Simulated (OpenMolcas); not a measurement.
Mn4+ among 6 point charges of -1.5 e arranged as a trigonal prism (D3h), 1.71 Å from the ion, with a polar angle of 45.2° against the regular 49.1°.

- Program: OpenMolcas
- Method: CASSCF
- Basis: ANO-RCC-VDZP [5s4p2d1f]
- Scalar Hamiltonian: DKH2, point nucleus
- Active space: 3 electrons in 5 orbitals (3d)
- State averaging: 2S+1 = 4 even, 10 roots; 2S+1 = 2 even, 40 roots
- Spin-orbit coupling: RASSI with atomic mean-field integrals over the reference wave functions

(1) What is the spin-free ground state (labels of D3, the rotations of D3h)?

(2) Where is the first state of the same spin?

(3) What are the lowest two levels with spin-orbit coupling?

(4) What is χT at 300 K, and how does it compare with the textbook value?

## Answers

(1) 4A2, 1-fold in its orbital part, 96 % from free-ion F terms; it has the highest spin that d3 allows.

(2) 4E at 2670 cm-1 above the ground state.

(3) A 2-fold level E1/2 with g = 1.99, 2.81, 2.81, then a 2-fold level E3/2 102.5 cm-1 above it. Their leading multiplicities are 4 (100 %) and 4 (100 %).

(4) The lowest level has 2S+1 = 4, for which the spin-only value is χT = S(S+1) / 2 = 1.875 cm3 K/mol (g = 2). The computed 1.360 at 300 K differs by -0.515, through orbital momentum, spin-orbit coupling and any other state in reach.

Without dynamic correlation the repulsion within the d shell is too large (B by tens of per cent), so at a given field states of lower spin stand too high. Point charges carry no covalency, so the field is a model and not that of real ligands. No measured value stands beside these numbers.
